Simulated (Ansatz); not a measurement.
Cost and result up the ladder for BeMe(OH) (CH₄BeO) (7 atoms). Total charge 0; singlet. Geometry: PBE-D4/def2-TZVP.

```csv
atom,x (Å),y (Å),z (Å)
Be1,-0.5478,-0.3261,0.0783
C2,0.8155,0.6677,-0.0265
H3,1.7500,0.0858,-0.0554
H4,0.8872,1.3445,0.8402
H5,0.7989,1.2994,-0.9285
O6,-1.7351,-1.1034,0.2205
H7,-1.9687,-1.9680,-0.1287
```

Ansatz on 4 threads of Arm Neoverse N1 on a shared host. Times are rough, and most runs start from the orbitals of an earlier one. ωB97M-V/def2-TZVP serves as the yardstick here, not as an exact answer. Differences are given only for rows in sets of like size (and for xTB, whose basis is part of the method), since another set adds its own error. Binding counts from free atoms at the same level (Be singlet, C triplet, H doublet, O triplet; other spins of the atoms weren't run), without zero-point energy or a counterpoise term.

Correlated methods freeze 2 core orbitals.

Correlated methods converge slowly with the basis.

| level | functions | wall time | binding energy per atom (eV) | difference from ωB97M-V/def2-TZVP (eV) |
| --- | --- | --- | --- | --- |
| HF/STO-3G | 19 | 0.15 s | 3.31 | – |
| LDA (SPW92)/def2-TZVP | 105 | 0.45 s | 4.30 | 0.49 |
| PBE-D4/def2-SVP | 57 | 0.45 s | 3.87 | – |
| PBE0-D4/def2-SVP | 57 | 0.45 s | 3.80 | – |
| MP2/def2-TZVP | 105 | 0.45 s | 3.72 | -0.08 |
| PBE-D4/def2-TZVP | 105 | 0.7 s | 3.86 | 0.06 |
| revPBE-D4/def2-TZVP | 105 | 0.7 s | 3.77 | -0.04 |
| PBE0-D4/def2-TZVP | 105 | 1.1 s | 3.79 | -0.01 |
| r2SCAN0-D4/def2-TZVP | 105 | 1.6 s | 3.77 | -0.04 |
| r2SCAN-D4/def2-TZVP (with forces) | 105 | 1.8 s | 3.83 | 0.02 |
| B97M-V/def2-TZVP | 105 | 2.9 s | 3.79 | -0.01 |
| ωB97M-V/def2-TZVP | 105 | 2.9 s | 3.81 | 0.00 |
| CCSD(T)/def2-TZVPP | 137 | 8.5 s | 3.69 | -0.12 |
